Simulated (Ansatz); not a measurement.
`[SiH3][GeH2][GeH2][SiH2][GeH3]` + `C[O][AlH][SH]` → `C[O][AlH][S][SiH3]` + `[GeH3][SiH2][GeH2][GeH3]`  (cleavage of the Si–Ge bond)

Program: Ansatz. Geometries: PBE0-D4/def2-TZVP. ΔE: electronic, gas phase. CCSD(T)/CBS adds triple-zeta CCSD(T) − MP2 to the extrapolated MP2 energy (def2 sets, frozen cores). Functionals use def2-TZVPP. For Ge outer-core shells are correlated without core-valence functions, which leaves a few kJ/mol of doubt a bond. Scalar relativity is left out up to krypton. One conformer a species, not always the lowest.

`[SiH3][GeH2][GeH2][SiH2][GeH3]`:

Cartesian coordinates in Å:
```
Si -1.640 2.045 -0.602
Ge -1.769 0.250 0.952
Ge -0.816 -1.755 -0.033
Si 1.291 -1.199 -0.988
Ge 2.605 -0.034 0.618
H -2.396 1.694 -1.834
H -2.202 3.299 -0.033
H -0.218 2.278 -0.968
H -3.230 -0.001 1.371
H -0.968 0.603 2.220
H -0.638 -2.837 1.049
H -1.773 -2.305 -1.107
H 2.012 -2.417 -1.449
H 1.065 -0.315 -2.165
H 3.982 0.350 0.052
H 2.816 -0.908 1.866
H 1.880 1.252 1.051
```

`C[O][AlH][SH]`:

```xyz
9

C     0.593   -0.178   -1.296
O     0.139   -0.901   -0.195
Al   -0.555   -0.599    1.305
S    -0.963    1.446    1.957
H     0.452    0.905   -1.181
H     1.661   -0.361   -1.454
H     0.059   -0.491   -2.199
H    -0.906   -1.812    2.235
H    -0.480    1.992    0.827
```

`C[O][AlH][S][SiH3]`:

Cartesian coordinates in Å:
```
C 1.323 1.253 0.477
O -0.038 1.408 0.720
Al -1.612 0.881 0.578
S -2.195 -0.992 -0.387
Si -0.291 -1.831 -0.860
H 1.822 2.223 0.551
H 1.516 0.846 -0.522
H 1.777 0.580 1.211
H -2.752 1.782 1.170
H 0.593 -1.888 0.333
H -0.541 -3.208 -1.350
H 0.399 -1.055 -1.922
```

`[GeH3][SiH2][GeH2][GeH3]`:

Cartesian coordinates in Å:
```
Ge -0.768 -1.467 -1.735
Si 0.005 -1.592 0.511
Ge 1.218 0.383 1.050
Ge -0.138 2.340 0.596
H 0.414 -1.244 -2.692
H -1.498 -2.755 -2.152
H -1.740 -0.284 -1.887
H 0.860 -2.799 0.687
H -1.164 -1.709 1.426
H 2.495 0.451 0.191
H 1.643 0.379 2.530
H -0.464 2.410 -0.905
H 0.597 3.628 1.002
H -1.460 2.258 1.378
```

```tsv
species	PBE-D4 energy (Eh)
`[SiH3][GeH2][GeH2][SiH2][GeH3]`	-6815.98380
`C[O][AlH][SH]`	-756.66566
`C[O][AlH][S][SiH3]`	-1047.23873
`[GeH3][SiH2][GeH2][GeH3]`	-6525.42116
```

**Question.** Work out ΔE.

**Answer.** ΔE = (-1047.23873) + (-6525.42116) − (-6815.98380) − (-756.66566) = -0.01043 Eh = -0.28 eV. CCSD(T)/CBS gives -0.36 eV.

Largest T1 diagnostic among the species: 0.012.

From PBE to PBE0 (25 % exact exchange), in def2-TZVPP and without D4, ΔE moves by −0.04 eV. In def2-TZVPP, CCSD(T) changes the Hartree–Fock value by +0.16 eV (the triples alone add +0.01 eV) and MP2 by +0.10 eV.
